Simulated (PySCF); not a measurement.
# `C#C[C@@H](C(C)=O)C(F)(F)F`: 4 charge schemes on one density

Species: C6H5F3O.
Cartesian coordinates in Å at the GFN2-xTB level; atoms count from 1:
```
atom  x, y, z in Å
C1     1.4241   -2.1978   -0.1677
C2     1.1174   -1.0527   -0.3279
C3     0.7129    0.3308   -0.4949
C4    -0.7052    0.3839   -1.1205
C5    -1.8019   -0.1347   -0.2473
O6    -0.8520    0.8042   -2.2318
C7     0.7811    1.0562    0.8477
F8     0.2211    2.2745    0.7846
F9     0.1595    0.4056    1.8409
F10    2.0470    1.2369    1.2446
H11    1.7103   -3.1991   -0.0417
H12    1.4052    0.8433   -1.1750
H13   -1.4931   -1.0422    0.2663
H14   -2.0388    0.6154    0.5075
H15   -2.6921   -0.3164   -0.8434
```

Density: PBE0/pcSseg-1 (PySCF); schemes: Mulliken, IAO, Hirshfeld and ESP-fitted. Geometry: GFN2-xTB, one conformer, isolated molecule.

**Question.** At which atom do the 4 schemes differ most?

**Answer.** At C7: from +0.268 (Hirshfeld) to +0.852 e (Mulliken), 0.584 e apart.

**Question.** Which atoms carry the lowest charge in the Mulliken, IAO, Hirshfeld and ESP-fitted schemes?

**Answer.** The schemes don't all agree: Mulliken C3 (-0.395); IAO C5 (-0.485); Hirshfeld O6 (-0.212); ESP-fitted C5 (-0.595).

**Question.** Which atoms carry the highest charge in the Mulliken, IAO, Hirshfeld and ESP-fitted schemes?

**Answer.** The schemes don't all agree: Mulliken C7 (+0.852); IAO C7 (+0.812); Hirshfeld C7 (+0.268); ESP-fitted C4 (+0.754).

**Question.** Give the atomic charges in each scheme.

**Answer.** In e:

```csv
atom,environment,Mulliken,IAO,Hirshfeld,ESP-fitted
C1,terminal alkyne carbon,-0.345,-0.205,-0.087,-0.462
C2,alkyne carbon,+0.303,-0.041,-0.048,+0.144
C3,sp3 carbon next to a carbonyl,-0.395,-0.227,-0.047,-0.473
C4,ketone carbonyl carbon,+0.233,+0.409,+0.176,+0.754
C5,methyl carbon next to a carbonyl,-0.260,-0.485,-0.130,-0.595
O6,ketone oxygen,-0.318,-0.375,-0.212,-0.485
C7,CF3 carbon,+0.852,+0.812,+0.268,+0.559
F8,fluorine of a CF3 group,-0.263,-0.281,-0.087,-0.184
F9,fluorine of a CF3 group,-0.260,-0.277,-0.075,-0.174
F10,fluorine of a CF3 group,-0.256,-0.273,-0.088,-0.166
H11,alkyne hydrogen,+0.052,+0.210,+0.103,+0.332
H12,methine hydrogen,+0.194,+0.206,+0.068,+0.226
H13,methyl hydrogen,+0.158,+0.173,+0.047,+0.178
H14,methyl hydrogen,+0.158,+0.179,+0.053,+0.177
H15,methyl hydrogen,+0.148,+0.173,+0.058,+0.168
```

Mean size of the charges over all atoms: ESP-fitted 0.338 e, IAO 0.288 e, Mulliken 0.280 e, Hirshfeld 0.103 e. Each set sums to the total charge, 0, to within 0.001 e. The IAO scheme projects the occupied orbitals on a minimal set of polarised atomic orbitals and counts the electrons in each atom's part of it. The Mulliken scheme gives each basis function's population to the atom it is centred on and halves the overlap population of two atoms between them.

**Question.** How many electrons does the IAO scheme count on F9?

**Answer.** Z − q = 9 − (-0.277) = 9.277.

**Question.** How closely do the schemes follow one another over all atoms?

**Answer.** Correlation coefficient and root-mean-square difference: IAO with Hirshfeld 0.97, 0.222 e; Mulliken with IAO 0.92, 0.137 e; IAO with ESP-fitted 0.90, 0.166 e; Hirshfeld with ESP-fitted 0.90, 0.285 e; Mulliken with Hirshfeld 0.85, 0.235 e; Mulliken with ESP-fitted 0.85, 0.207 e.
